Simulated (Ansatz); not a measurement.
`[CH3][GeH3]` + `[OH][GeH]([F])[GeH3]` → `[OH][GeH]([GeH3])[GeH3]` + fluoromethane  (formal exchange of groups at a Ge–C bond)

Calculated with Ansatz (gas phase, PBE0-D4/def2-TZVP geometries, no zero-point term in ΔE). CCSD(T)/CBS is the MP2 limit (def2-TZVPP, def2-QZVPP) plus CCSD(T) − MP2 in def2-TZVPP, frozen cores. This one scheme is used for every species. DFT in def2-TZVPP. HSE06 is defined as in plane-wave codes. For Ge outer-core shells are correlated without core-valence functions, which leaves a few kJ/mol of doubt a bond. Scalar relativity is left out up to krypton. Each species was taken in one conformer, which may not be the lowest.

`[CH3][GeH3]`:

Z-matrix (Å, degrees):
```
C
Ge 1 1.953
H 1 1.091 2 110.3
H 1 1.090 2 110.3 3 120.0
H 1 1.090 2 110.3 3 -120.0
H 2 1.539 1 110.4 3 -59.8
H 2 1.539 1 110.4 3 60.2
H 2 1.539 1 110.4 3 -179.8
```

`[OH][GeH]([F])[GeH3]`:

Cartesian coordinates in Å:
```
O 1.790 -0.888 -0.301
Ge 0.377 -0.466 0.676
F 0.944 0.602 1.939
Ge -1.119 0.777 -0.762
H 2.439 -1.414 0.174
H -0.139 -1.702 1.443
H -2.301 1.286 0.073
H -1.636 -0.151 -1.870
H -0.355 1.956 -1.372
```

`[OH][GeH]([GeH3])[GeH3]`:

```xyz
12

O    -0.264   -1.210    1.784
Ge    0.101    0.193    0.724
Ge    2.025   -0.526   -0.561
Ge   -1.847    0.705   -0.643
H    -0.937   -1.009    2.438
H     0.441    1.412    1.620
H     2.448    0.607   -1.512
H     1.658   -1.761   -1.396
H     3.201   -0.867    0.367
H    -3.083    0.915    0.250
H    -2.134   -0.450   -1.615
H    -1.607    1.989   -1.456
```

`CF`:

Cartesian coordinates in Å:
```
C 0.053 0.000 -0.031
F -1.134 0.003 0.666
H 0.369 1.031 -0.201
H -0.096 -0.506 -0.988
H 0.809 -0.529 0.554
```

```
             level  ΔE (kJ/mol)
       LDA (SPW92)        114.3
         r2SCAN-D4        124.4
           r2SCANh        125.0
             HSE06        117.0
       HF/def2-SVP        126.2
     CCSD/def2-SVP        125.9
SCS-MP2/def2-TZVPP        134.4
CCSD(T)/def2-TZVPP        127.3
```

Question: What does CCSD(T)/CBS give? (An estimate is asked.)

Answer: Ansatz gave: +126.5 kJ/mol. The listed levels differ from it by -12.2, -2.1, -1.5, -9.5, -0.3, -0.6, 7.9, 0.8 kJ/mol.

Largest T1 diagnostic among the species: 0.012.

From BLYP to BHLYP (50 % exact exchange), in def2-TZVPP and without D4, ΔE moves by +7.3 kJ/mol. Leaving LDA and LC-ωPBE aside and taking each functional with its dispersion term where it has one, the values, not all of them listed here, spread over 21.0 kJ/mol, from PBE-D4 to B97M-V.
